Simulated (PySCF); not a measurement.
## Predicted spectroscopic data

Level of theory: spin–spin couplings from B3LYP/pcJ-1 (spin–dipole term left out of most H,H and C,H couplings), NMR shieldings at PBE0/pcSseg-1/GIAO, GFN2-xTB structure, in PySCF 2.14.0 with density-fitted response routines (isolated molecule, rapidly exchanging positions averaged, no relativistic terms, a single conformation).

Scale: ¹H (σ = 31.72 ppm), ¹³C (σ = 186.93 ppm) against TMS (reference shieldings calculated alike). Multiplet labels drop J under 1 Hz and among equivalent protons, and merge close values. Unscaled 3J(H,H) run several per cent high. Splittings of carbon signals by F and P are missing where no couplings were computed. Where no couplings were computed, multiplicities follow the n + 1 count of equivalent neighbours, and m marks all less simple cases (inequivalent or close neighbours, rings, F or P nearby). Shifts are as computed. Against solution values, carbons near 30 ppm lie about +3 ppm off and those near 130 ppm about +5 ppm (rms about the fit 2.1 ppm; single classes can miss by 10 ppm). Of 1328 compounds with measured shifts, 309 miss one by over three times the rms of a fit or turn the order of signals round; such compounds aren't used in these exercises. Signals without a measured value on file couldn't be tested in this way; 1H shifts scatter by 0.2 ppm about their fit, and single ones miss by 0.5 ppm. OH and NH positions are gas-phase values without hydrogen bonding to other molecules.

**1.** ethanamine, C2H7N. ¹H NMR (500 MHz, computed): δ 2.77 (q, J = 7.1 Hz, 2H), 1.00 (t, J = 7.1 Hz, 3H), 0.42 (br s, 2H). ¹³C{¹H} NMR (computed): δ 42.9, 25.6.

**2.** `InChI=1S/C3H2F2N2O2/c4-2(5)8-3-6-1-7-9-3/h1-2H`. ¹H NMR (500 MHz, computed): δ 8.23 (s, 1H), 7.82 (m, 1H). ¹³C{¹H} NMR (computed): δ 180.6, 162.0, 123.2.
